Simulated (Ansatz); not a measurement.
Molecule: 2H-oxasiline, C$_{4}$H$_{6}$OSi, net charge 0, singlet state. 
Geometry from a B3LYP-D3(BJ)/def2-TZVP (Ansatz, a first-principles code) optimisation:
```xyz
12

C      1.6995     0.0783     0.0679
C      1.1130    -1.1283     0.0087
O     -0.2165    -1.3336    -0.0488
Si    -1.3795    -0.1179    -0.0567
C     -0.3846     1.4278     0.0284
C      0.9603     1.3256     0.0772
H      2.7789     0.1094     0.1104
H      1.6800    -2.0513     0.0026
H     -2.1915    -0.2664    -1.2883
H     -2.2834    -0.3387     1.0975
H     -0.8290     2.4166     0.0413
H      1.5606     2.2298     0.1277
```

Atomisation energy built up term by term with Ansatz (kcal/mol; UHF references for open shells; valence terms freeze the core; atomic spin-orbit terms are left out). CBS(X,Y): correlation extrapolated as X^-3; Hartree-Fock from the larger set.

The Hartree-Fock reference is unstable (checked in the largest basis), which strains HF and MP2. 

```json
[
 {"term": "Hartree-Fock", "basis": "cc-pV(Q+d)Z", "kcal/mol": "?"},
 {"term": "CCSD correlation", "basis": "CBS(cc-pV(T+d)Z,cc-pV(Q+d)Z)", "kcal/mol": "?"},
 {"term": "(T)", "basis": "CBS(cc-pV(T+d)Z,cc-pV(Q+d)Z)", "kcal/mol": "24.02"},
 {"term": "core correlation", "basis": "cc-pwCVTZ", "kcal/mol": "4.84"},
 {"term": "scalar relativity (X2C)", "basis": "cc-pVTZ-DK against cc-pVTZ", "kcal/mol": "-1.68"},
 {"term": "sum: De", "basis": "", "kcal/mol": "?"}
]
```

Question: What belongs in the gaps?

Answer: 
- Hartree-Fock, kcal/mol: 904.22
- CCSD correlation, kcal/mol: 300.95
- sum: De, kcal/mol: 1232.3
